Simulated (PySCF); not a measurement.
**Bonding in `C#C[SiH2]/C=C/C(F)(F)F`**

C5H5F3Si.
Numbering: `[CH:1]#[C:2][SiH2:3]/[CH:4]=[CH:5]/[C:6]([F:7])([F:8])[F:9]` (hydrogens: H10 on C1; H11, H12 on Si3; H13 on C4; H14 on C5)

Geometry (GFN2-xTB, Å), atoms numbered from 1 in this order:
```xyz
14
C5H5F3Si angstrom
C     -2.8655   -1.4406    0.5768
C     -2.3243   -0.3987    0.3165
Si    -1.5143    1.2167   -0.0685
C      0.3552    0.9291   -0.0969
C      0.9249   -0.2612   -0.0091
C      2.4055   -0.4774   -0.0405
F      2.8383   -1.1605    1.0369
F      2.7878   -1.1993   -1.1132
F      3.1171    0.6584   -0.0801
H     -3.3358   -2.3544    0.8041
H     -1.9311    1.6841   -1.3945
H     -1.8164    2.1841    0.9908
H      0.9960    1.7962   -0.1947
H      0.3617   -1.1770    0.0904
```

Bond orders from the PBE0/pcSseg-1 density (PySCF). One conformer (not necessarily the lowest) at the GFN2-xTB geometry, without solvent, vibrations or thermal averaging.

Problem. Where do the orders between heavy atoms depart from those drawn in the SMILES?

Solution. The largest departure is 0.448, at C1–C2 (drawn triple, 2.552). Drawn single, order below 0.88: Si3–C4 (0.867). Drawn double or triple, more than 0.30 short of the drawn order: C1–C2 (2.552).

Problem. Set the Mayer orders of the bonds beside their lengths.

Solution. 
```tsv
bond	drawn as	length (Å)	Mayer order
C1–C2	triple	1.203	2.552
C2–Si3	single	1.848	0.934
Si3–C4	single	1.892	0.867
C4–C5	double	1.323	1.906
C5–C6	single	1.497	1.016
C6–F7	single	1.347	0.989
C6–F8	single	1.348	0.990
C6–F9	single	1.341	1.014
C1–H10	single	1.053	1.083
Si3–H11	single	1.466	0.936
Si3–H12	single	1.466	0.935
C4–H13	single	1.083	0.931
C5–H14	single	1.080	0.927
```

Bonds between the same two heavy elements. C–C: lowest C5–C6 (1.016, 1.497 Å), highest C1–C2 (2.552, 1.203 Å). C–Si: lowest Si3–C4 (0.867, 1.892 Å), highest C2–Si3 (0.934, 1.848 Å). C–F: lowest C6–F7 and C6–F8 (0.989, 1.347 Å), highest C6–F9 (1.014, 1.341 Å). Bonds named together lie within 0.004.

Problem. Sum the orders of all bonds at each heavy atom with more than one neighbour and set the sums beside the valence in the SMILES.

Solution. C1 3.635 (drawn 4), C2 3.486 (drawn 4), Si3 3.672 (drawn 4), C4 3.704 (drawn 4), C5 3.849 (drawn 4), C6 4.009 (drawn 4). Orders between atoms that aren't bonded are not in these sums.

The Mayer order sums products of elements of PS (density times overlap matrix) between the two atoms' basis functions, so it depends on the basis set.
